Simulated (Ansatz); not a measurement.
Saddle point of BH$_{3}$SOF$_{2}$, closed shell (BHSF₂ ([F][B]([F])[SH]) + H₂O → BHOF₂ ([OH][B]([F])[F]) + H₂S; bonds formed: S2–H5; dative contacts that become bonds: B1–O6; bonds broken: B1–S2, H5–O6), PBE0-D4/def2-TZVP structure:

```xyz
8
angstrom
B -0.5819 0.3435 -0.1861
S 1.4862 0.4686 -0.5554
F -1.2370 -0.0826 -1.2724
F -0.9973 1.4917 0.3853
H 0.8476 -0.4978 0.5534
O -0.3632 -0.7499 0.8397
H 1.4847 -0.4995 -1.4866
H -0.6391 -0.4740 1.7222
```

Energies are electronic, without zero-point energy. Barriers and step energies count from the start structure reached by relaxing down the imaginary mode; all methods use the PBE0-D4 structures, on which another method's saddle can fall below an end. Ansatz 0.2.0; basis: def2-TZVPP, with def2-QZVPP for the basis limit; cores frozen in the correlated methods. B3LYP uses VWN-RPA correlation. Extrapolation: Hartree–Fock as exp(−7.88 √X), correlation as X^−2.97.

```json
{"method": "SPW92", "barrier (kJ/mol)": "24.2", "step energy (kJ/mol)": "-33.5"}
{"method": "PBE-D4", "barrier (kJ/mol)": "?", "step energy (kJ/mol)": "-53.1"}
{"method": "BLYP-D4", "barrier (kJ/mol)": "?", "step energy (kJ/mol)": "-71.3"}
{"method": "r2SCAN-D4", "barrier (kJ/mol)": "48.4", "step energy (kJ/mol)": "-58.3"}
{"method": "B97M-V", "barrier (kJ/mol)": "?", "step energy (kJ/mol)": "-66.0"}
{"method": "PBE0-D4", "barrier (kJ/mol)": "53.1", "step energy (kJ/mol)": "-56.0"}
{"method": "B3LYP-D4", "barrier (kJ/mol)": "58.5", "step energy (kJ/mol)": "-72.0"}
{"method": "r2SCAN0-D4", "barrier (kJ/mol)": "58.0", "step energy (kJ/mol)": "-59.9"}
{"method": "BHLYP-D4", "barrier (kJ/mol)": "74.9", "step energy (kJ/mol)": "-75.5"}
{"method": "CAM-B3LYP-D4", "barrier (kJ/mol)": "62.3", "step energy (kJ/mol)": "-69.8"}
{"method": "wB97X-V", "barrier (kJ/mol)": "65.5", "step energy (kJ/mol)": "-60.9"}
{"method": "wB97M-V", "barrier (kJ/mol)": "64.4", "step energy (kJ/mol)": "-61.3"}
{"method": "B2PLYP", "barrier (kJ/mol)": "62.4", "step energy (kJ/mol)": "-70.2"}
{"method": "PBE-QIDH", "barrier (kJ/mol)": "62.3", "step energy (kJ/mol)": "-57.6"}
{"method": "RPA on PBE", "barrier (kJ/mol)": "62.9", "step energy (kJ/mol)": "-68.9"}
{"method": "HF", "barrier (kJ/mol)": "106.5", "step energy (kJ/mol)": "-99.9"}
{"method": "MP2", "barrier (kJ/mol)": "61.6", "step energy (kJ/mol)": "-60.9"}
{"method": "CCSD", "barrier (kJ/mol)": "74.8", "step energy (kJ/mol)": "-71.2"}
{"method": "CCSD(T)", "barrier (kJ/mol)": "67.2", "step energy (kJ/mol)": "-65.6"}
```

Question: Fill in the withheld barriers. (To be estimated.)

Answer: The calculation gives: BLYP-D4 48.7; B97M-V 63.4; PBE-D4 39.9 kJ/mol. Each is the energy of the saddle less that of the start structure, by the same method.

For comparison, the barrier by CCSD(T) at an estimated basis limit (MP2 extrapolated from triple and quadruple zeta, plus CCSD(T) − MP2 in triple zeta) is 67.6 kJ/mol.

The T1 diagnostic stays at or below 0.013.

Labels in which every atom is bracketed show which atoms are joined, not bond orders.

For scale, one of the runs: CCSD(T)/def2-TZVPP, 208 basis functions, launched by `ansatz run in.yaml --threads 4 --pin off --events-out ev --progress --plain --max-ram 9574MiB`. Hardware: 4 CPU threads of an Arm Neoverse V1, shared host. Wall time 71 s; peak host memory 3 GiB.
